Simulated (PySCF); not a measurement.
# Correlation energy of La⁺ (lanthanum, charge +1)

[Xe] 5d1 6p1, one real determinant (an excited configuration). Computed with PySCF 2.14 in cc-pVDZ-X2C (8s7p5d3f1g, 84 functions), with the spin-free X2C one-electron Hamiltonian (Gaussian nucleus). Frozen: [Ar] 3d10; 28 electrons correlated.

MP2 pair energies summed by pair of shells (mhartree):

| pair | energy | share (%) |
| --- | --- | --- |
| 4d-4d | -269.20 | 39.2 |
| 4d-5p | -121.22 | 17.6 |
| 5p-5p | -110.96 | 16.1 |
| 5s-5p | -33.39 | 4.9 |
| 5p-5d | -28.52 | 4.1 |
| 4d-5s | -24.79 | 3.6 |
| 4p-4d | -23.43 | 3.4 |
| 4p-4p | -18.89 | 2.7 |
| 5p-6p | -10.44 | 1.5 |
| 4s-4d | -7.94 | 1.2 |
| 4d-5d | -7.54 | 1.1 |
| 4p-5p | -6.75 | 1.0 |
| 5s-5s | -5.83 | 0.8 |
| 4p-5s | -4.59 | 0.7 |
| 5s-5d | -3.51 | 0.5 |
| 5d-6p | -2.40 | 0.3 |
| 4s-4p | -2.35 | 0.3 |
| 4d-6p | -2.12 | 0.3 |
| 4s-4s | -1.50 | 0.2 |
| 4s-5p | -0.88 | 0.1 |
| 4p-5d | -0.52 | 0.1 |
| 5s-6p | -0.46 | 0.1 |
| 4s-5s | -0.22 | 0.0 |
| 4p-6p | -0.08 | 0.0 |
| 4s-5d | -0.05 | 0.0 |
| 4s-6p | -0.01 | 0.0 |

Total MP2 correlation energy: -687.59 mhartree.

Same-spin part -248.81 and opposite-spin part -438.78 mhartree; SCS-MP2 scales them by 1/3 and 6/5 to -609.48 mhartree.

The basis was made for the ground configuration and has no added diffuse functions, which can raise the energy of the promoted electron.

The reference is one real determinant that mixes LS terms of this configuration.

This basis was not built for core-valence correlation, so the inner-shell part is incomplete.
